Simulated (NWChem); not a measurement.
silylarsine (SiAsH5); SMILES [SiH3][AsH2]

Results from NWChem. All runs use the structure optimised with B3LYP/6-31G* (spherical d). Ions are spin-unrestricted doublets at the neutral geometry; other ion states weren't tried.

For level PBE/def2-SVP:

| Property | Value |
|---|---|
| −ε(HOMO) (eV) | 6.45 |

**Question.** What are these values for level B3LYP/def2-SVP?

**Answer.** 
| Item | Value |
|---|---|
| −ε(HOMO) (eV) | 7.29 |
